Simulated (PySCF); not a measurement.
Molfile (atoms numbered from 1):
```
C5H10F2OSi
     RDKit          3D

 19 18  0  0  0  0  0  0  0  0999 V2000
   -2.9252   -0.4504   -0.6542 C   0  0  0  0  0  0  0  0  0  0  0  0
   -1.7178   -0.8701   -0.2736 C   0  0  0  0  0  0  0  0  0  0  0  0
   -0.9832   -0.3800    0.9349 C   0  0  0  0  0  0  0  0  0  0  0  0
    0.3687    0.2447    0.6039 C   0  0  1  0  0  0  0  0  0  0  0  0
    1.1564   -0.6843   -0.0833 O   0  0  0  0  0  0  0  0  0  0  0  0
    2.8222   -0.6445   -0.2676 Si  0  0  0  0  0  4  0  0  0  0  0  0
    0.2249    1.5047   -0.2320 C   0  0  0  0  0  0  0  0  0  0  0  0
   -0.4776    2.4297    0.4563 F   0  0  0  0  0  0  0  0  0  0  0  0
    1.4606    2.0150   -0.4716 F   0  0  0  0  0  0  0  0  0  0  0  0
   -3.4118   -0.8514   -1.5472 H   0  0  0  0  0  0  0  0  0  0  0  0
   -3.4756    0.3046   -0.0827 H   0  0  0  0  0  0  0  0  0  0  0  0
   -1.1923   -1.6238   -0.8709 H   0  0  0  0  0  0  0  0  0  0  0  0
   -1.5867    0.3530    1.4913 H   0  0  0  0  0  0  0  0  0  0  0  0
   -0.7809   -1.2268    1.6122 H   0  0  0  0  0  0  0  0  0  0  0  0
    0.8588    0.5642    1.5455 H   0  0  0  0  0  0  0  0  0  0  0  0
    3.4333    0.0430    0.9101 H   0  0  0  0  0  0  0  0  0  0  0  0
    3.2598   -2.0675   -0.3164 H   0  0  0  0  0  0  0  0  0  0  0  0
    3.2308    0.0336   -1.5298 H   0  0  0  0  0  0  0  0  0  0  0  0
   -0.2698    1.3229   -1.2007 H   0  0  0  0  0  0  0  0  0  0  0  0
  1  2  2  0
  2  3  1  0
  3  4  1  0
  4  5  1  0
  5  6  1  0
  4  7  1  0
  7  8  1  0
  7  9  1  0
  1 10  1  0
  1 11  1  0
  2 12  1  0
  3 13  1  0
  3 14  1  0
  4 15  1  1
  6 16  1  0
  6 17  1  0
  6 18  1  0
  7 19  1  0
M  END
```

Geometry: PBE0-D3(BJ)/def2-SVP; GIAO absolute shieldings from PySCF 2.14.0 with density-fitted response routines, gas phase, non-relativistic, averaged over equivalent atoms.

At PBE0/pcSseg-1 (210 basis functions, 2.2 min wall time on 1 thread of an Intel Xeon, shared host):
| atoms | σ (ppm) |
| --- | --- |
| C2 | 42.1 |
| C1 | 57.8 |
| C7 | 64.9 |
| C4 | 107.4 |
| C3 | 145.0 |
| O5 | 313.4 |
| Si6 | 376.4 |
| F8 | 323.4 |
| F9 | 326.3 |
| H12 | 24.91 |
| H19 | 25.72 |
| H10 | 25.78 |
| H11 | 25.79 |
| H16/H17/H18 | 26.38 |
| H15 | 27.85 |
| H14 | 28.64 |
| H13 | 29.07 |

Estimate the result of repeating the calculation with wB97X-D/pcSseg-1.

Answers


```json
{"atoms": "C2", "σ at wB97X-D/pcSseg-1": "41.7", "change": "-0.4"}
{"atoms": "C1", "σ at wB97X-D/pcSseg-1": "57.1", "change": "-0.7"}
{"atoms": "C7", "σ at wB97X-D/pcSseg-1": "64.9", "change": "+0.0"}
{"atoms": "C4", "σ at wB97X-D/pcSseg-1": "108.0", "change": "+0.6"}
{"atoms": "C3", "σ at wB97X-D/pcSseg-1": "145.9", "change": "+0.9"}
{"atoms": "O5", "σ at wB97X-D/pcSseg-1": "316.1", "change": "+2.7"}
{"atoms": "Si6", "σ at wB97X-D/pcSseg-1": "376.9", "change": "+0.5"}
{"atoms": "F8", "σ at wB97X-D/pcSseg-1": "327.3", "change": "+3.9"}
{"atoms": "F9", "σ at wB97X-D/pcSseg-1": "330.0", "change": "+3.7"}
{"atoms": "H12", "σ at wB97X-D/pcSseg-1": "25.05", "change": "+0.14"}
{"atoms": "H19", "σ at wB97X-D/pcSseg-1": "25.86", "change": "+0.14"}
{"atoms": "H10", "σ at wB97X-D/pcSseg-1": "25.90", "change": "+0.12"}
{"atoms": "H11", "σ at wB97X-D/pcSseg-1": "25.89", "change": "+0.10"}
{"atoms": "H16/H17/H18", "σ at wB97X-D/pcSseg-1": "26.59", "change": "+0.21"}
{"atoms": "H15", "σ at wB97X-D/pcSseg-1": "27.98", "change": "+0.13"}
{"atoms": "H14", "σ at wB97X-D/pcSseg-1": "28.82", "change": "+0.18"}
{"atoms": "H13", "σ at wB97X-D/pcSseg-1": "29.22", "change": "+0.15"}
```

The largest change is at F8 (fluorine of a CF2 group). Cost: 210 basis functions, 120 s wall time on 1 thread of an Intel Xeon, shared host. The order of the carbon signals is the same at both levels.
